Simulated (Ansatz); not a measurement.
Correlation energies of C8H10O2S, SMILES `CS(=O)(=O)Cc1ccccc1` by basis set

Z-matrix (Å, degrees):
```
C
S 1 1.769
H 1 1.090 2 105.4
H 1 1.089 2 109.5 3 118.9
H 1 1.089 2 109.5 3 -118.5
O 2 1.438 1 108.4 3 66.2
O 2 1.438 1 107.9 3 -65.0
C 2 1.795 1 104.2 3 -180.0
C 8 1.493 2 114.1 1 55.0
H 8 1.091 2 106.2 1 -69.5
H 8 1.094 2 102.2 1 177.1
C 9 1.391 8 120.1 2 -108.1
C 9 1.392 8 120.9 2 70.7
C 12 1.386 9 120.6 8 178.9
H 12 1.085 9 119.5 8 -1.5
C 13 1.385 9 120.3 8 -178.7
H 13 1.083 9 119.4 8 0.1
C 14 1.386 12 119.9 9 -0.1
H 14 1.084 12 119.9 9 179.7
H 16 1.084 13 119.6 9 179.9
H 18 1.084 14 120.1 12 -180.0
```

Total charge 0; spin multiplicity 1. All single points use the PBE0-D4/def2-TZVP geometry. It is one conformer, not always the lowest. Frozen core, restricted reference, Ansatz 0.2.0. CBS rows extrapolate triple and quadruple zeta; past MP2 they add the triple-zeta difference.

| basis | HF (Eh) | MP2 corr. |
| --- | --- | --- |
| def2-SVP | -855.46982 | -1.57309 |
| def2-TZVPP | -856.19166 | -1.95144 |
| def2-QZVPP | -856.22537 | -2.08971 |

(1) Estimate the CCSD correlation energy and the (T) correction in each basis where they were run (hartree).

Answers

(1) 
| basis | CCSD corr. | (T) |
| --- | --- | --- |
| def2-SVP | -1.63533 | -0.06393 |
| def2-TZVPP | -1.98738 | -0.09894 |
| CBS(def2) | -2.22807 | as TZ |
